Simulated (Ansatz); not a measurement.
A CCSD(T) single point on C₄H₉Al (`C=[CH][Al]([CH3])[CH3]`).

```yaml
crystal:
  periodic: [false, false, false]
  atoms:
    - {symbol: C, position_ang: [-2.497569, -0.026597, -0.292015]}
    - {symbol: C, position_ang: [-1.363301, 0.297544, -0.918994]}
    - {symbol: Al, position_ang: [0.377761, 0.052134, -0.075902]}
    - {symbol: C, position_ang: [0.452776, -0.686133, 1.734033]}
    - {symbol: C, position_ang: [2.005156, 0.542801, -1.042791]}
    - {symbol: H, position_ang: [-3.482604, 0.106385, -0.737321]}
    - {symbol: H, position_ang: [-2.498054, -0.445964, 0.712303]}
    - {symbol: H, position_ang: [-1.473018, 0.712807, -1.922485]}
    - {symbol: H, position_ang: [1.278479, -1.396963, 1.839984]}
    - {symbol: H, position_ang: [-0.466569, -1.191847, 2.040004]}
    - {symbol: H, position_ang: [0.639170, 0.112070, 2.462356]}
    - {symbol: H, position_ang: [2.269230, -0.241715, -1.762367]}
    - {symbol: H, position_ang: [1.876866, 1.461696, -1.623023]}
    - {symbol: H, position_ang: [2.868477, 0.674484, -0.385184]}
basis:
  gaussian: {orbitals: def2-SVP}
correlation: {method: ccsd_t}
```

```sh
$ ansatz run in.yaml --threads 4 --pin off --events-out ev --progress --plain --max-ram 10444MiB
```

Log, shortened:

```
Functional definition: HF
1211 factors; integrals over basis functions are off by at most 1.4e-3 eV
mean field evaluation 1: about -10838.1142 eV, gradient 3.6e1 eV
mean field evaluation 2: about -10838.1204 eV, gradient 3.6e1 eV
mean field evaluation 4: about -10841.7775 eV, gradient 2.9e0 eV
mean field evaluation 8: about -10841.8116 eV, gradient 1.2e-4 eV
mean field -10841.81164854 eV, -398.4292292399 hartree, gradient 1.2e-6 eV, S^2 0.000000; 0 other end points of the search recorded, 0 dependent functions left out
9 core orbitals not correlated: weight in the atoms' cores, before any rotation towards them, 1.000 or more for the frozen orbitals, at most 0.000 for the correlated occupied ones
reference -10841.81164854 eV, -398.4292292399 hartree; 14, 14 occupied and 96, 96 virtual orbitals, 1211 factors
second order -16.85716992 eV of doubles, -0.00000000 eV of singles
cycle   1  -18.01299737 eV  change    -1.2e0 eV  update   8.9e-2
cycle   2  -18.52367713 eV  change   -5.1e-1 eV  update   2.9e-2
cycle   3  -18.60001629 eV  change   -7.6e-2 eV  update   1.0e-2
cycle   4  -18.60088150 eV  change   -8.7e-4 eV  update   3.2e-3
cycle   5  -18.60069681 eV  change    1.8e-4 eV  update   9.4e-4
cycle   6  -18.60059146 eV  change    1.1e-4 eV  update   3.3e-4
cycle   7  -18.60065900 eV  change   -6.8e-5 eV  update   9.2e-5
cycle   8  -18.60068096 eV  change   -2.2e-5 eV  update   3.7e-5
cycle   9  -18.60066733 eV  change    1.4e-5 eV  update   1.2e-5
perturbative correction -0.59228729 eV, -0.0217661564 hartree
Total energy: -10861.00460316 eV, -399.1345573126 hartree
```

It took 5.5 s on 4 threads of an Arm Neoverse V2 on a shared host, with 0.65 GiB of host memory at the peak.

The correlation energy is -19.193 eV, 3.1 % of it from (T); the T1 diagnostic reads 0.0100.
